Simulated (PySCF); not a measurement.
Ground-state electric properties of a mixed set of molecules.

All values: PBE0/def2-SVPD (PySCF) at PBE0-D3(BJ)/def2-SVP geometries, gas phase, one conformer each. Core orbitals are frozen in the response; Δα² is half the sum of the squared differences of the principal polarisabilities. The calculation is non-relativistic, for germanium too.

(1) Rank by HOMO energy, highest first.
A. `CSc1ccc(Cl)cc1`
B. `C=CC[NH][Ge@H]([F])[CH]1CC1`
C. `ClS(=O)(C)=O`

(2) Rank by mean static polarisability, highest first.
A. `CS(=O)(Cl)=O`
B. `C=CC[NH][Ge@H]([F])[CH]1CC1`
C. `Cc1ccc(OC(F)F)o1`
D. `CSc1ccc(Cl)cc1`

(3) Rank by HOMO–LUMO gap, lowest first.
A. `CS(=O)(=O)Cl`
B. `CSC1=CC=C(Cl)C=C1`
C. `Cc1ccc(OC(F)F)o1`

## Answers

(1) A (-6.20 eV), B (-7.08 eV), C (-9.32 eV).

(2) D (17.94 Å³), B (16.19 Å³), C (11.75 Å³), A (8.32 Å³).

(3) B (5.46 eV), C (6.50 eV), A (7.16 eV).

All values together:

| SMILES | formula | μ (D) | HOMO (eV) | LUMO (eV) | α (Å³) | Δα (Å³) | electrons | α per electron (Å³) | ΔSCF removal energy (eV) |
| --- | --- | --- | --- | --- | --- | --- | --- | --- | --- |
| CSc1ccc(Cl)cc1 | C7H7ClS | 2.33 | -6.20 | -0.74 | 17.94 | 13.89 | 82 | 0.219 | – |
| CS(=O)(=O)Cl | CH3ClO2S | 3.90 | -9.32 | -2.15 | 8.32 | 2.14 | 58 | 0.143 | – |
| Cc1ccc(OC(F)F)o1 | C6H6F2O2 | 2.86 | -6.22 | 0.28 | 11.75 | 5.51 | 76 | 0.155 | – |
| C=CC[NH][Ge@H]([F])[CH]1CC1 | C6H12FGeN | 2.18 | -7.08 | -0.03 | 16.19 | 7.31 | 96 | 0.169 | 8.86 |

Conformers: `[CH3:1][S:2][c:3]1[cH:4][cH:5][c:6]([Cl:7])[cH:8][cH:9]1` with C1–S2–C3–C4 180°; `[CH3:1][c:2]1[cH:3][cH:4][c:5]([O:6][CH:7]([F:8])[F:9])[o:10]1` with C4–C5–O6–C7 -177°, C5–O6–C7–F8 -80°; `[CH2:1]=[CH:2][CH2:3][NH:4][Ge@H:5]([F:6])[CH:7]1[CH2:8][CH2:9]1` with C1–C2–C3–N4 -124°, C2–C3–N4–Ge5 -147°, C3–N4–Ge5–F6 -74°, N4–Ge5–C7–C8 151°.

A dash marks a removal energy that wasn't run or isn't settled.
